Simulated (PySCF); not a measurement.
A structure optimised at PBE-D3(BJ)/def2-SVP, used in a PySCF frequency run:

```
Si
N 1 1.7165
H 2 1.0222 1 118.88
H 2 1.0231 3 111.75 1 -143.75
N 1 1.7165 2 108.42 3 161.33
H 5 1.0222 1 118.88 2 161.33
H 5 1.0231 6 111.75 1 -143.75
Cl 1 2.0884 2 117.07 3 -80.79
Cl 1 2.0884 2 104.55 3 35.74
```

Question: Write its SMILES, formula and point group.

Answer: N[Si](N)(Cl)Cl, Cl₂H₄N₂Si, C2

Question: What are its rotational constants (standard atomic weights)?

Answer: 2.6563, 1.8913, 1.5656 GHz
